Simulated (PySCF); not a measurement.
# Dipole response of Co⁺ (cobalt, charge +1)

[Ar] 3d8, high-spin 3F determinant. All numbers are calculated (PySCF 2.14, no relativity, point nucleus, in dyall-av2z). Coupled (time-dependent) response in atomic units; α is the mean over directions. A double-zeta set is small for polarisabilities.

```
 method  mean α (bohr³)  C₆ (like pair)  S(−4)
r2SCAN0           7.820           25.98  64.35
```

S(−4) is the Cauchy moment in α(ω) = α(0) + S(−4) ω² + …

α(iu) at r2SCAN0:

```json
{"u (hartree)": "0", "α(iu) (bohr³)": "7.820"}
{"u (hartree)": "0.0500", "α(iu) (bohr³)": "7.664"}
{"u (hartree)": "0.100", "α(iu) (bohr³)": "7.252"}
{"u (hartree)": "0.200", "α(iu) (bohr³)": "6.132"}
{"u (hartree)": "0.300", "α(iu) (bohr³)": "5.128"}
{"u (hartree)": "0.500", "α(iu) (bohr³)": "3.843"}
{"u (hartree)": "0.750", "α(iu) (bohr³)": "2.975"}
{"u (hartree)": "1.00", "α(iu) (bohr³)": "2.426"}
{"u (hartree)": "1.50", "α(iu) (bohr³)": "1.711"}
{"u (hartree)": "2.00", "α(iu) (bohr³)": "1.264"}
{"u (hartree)": "3.00", "α(iu) (bohr³)": "0.7709"}
{"u (hartree)": "5.00", "α(iu) (bohr³)": "0.3849"}
```

A single London oscillator, α(iu) = α/(1 + u²/ω²), gives C₆ = (3/4) ω α². Matching the computed C₆ needs ω = 4 × 25.98 / (3 × 7.820²) = 0.566 hartree.

For an ion, C₆ is the dispersion term alone; charge-induced terms of lower order in 1/R come first.
